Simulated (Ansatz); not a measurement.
Task: Name a neutral molecule of B, Cl, N, O and H with HOMO energy (B3LYP/def2-TZVPP) between -8.40 and -8.10 eV and HOMO energy (PBE0/def2-TZVPP) between -8.50 and -8.20 eV (Ansatz, PBE0-D4/def2-TZVP geometry).

Result: `BOB(N)Cl` (-8.16 eV, -8.43 eV). Other molecules can fit too; these were computed, each in one conformer that needn't be the lowest.

B3LYP here is the variant with VWN-RPA as its local correlation; programs differ in this.
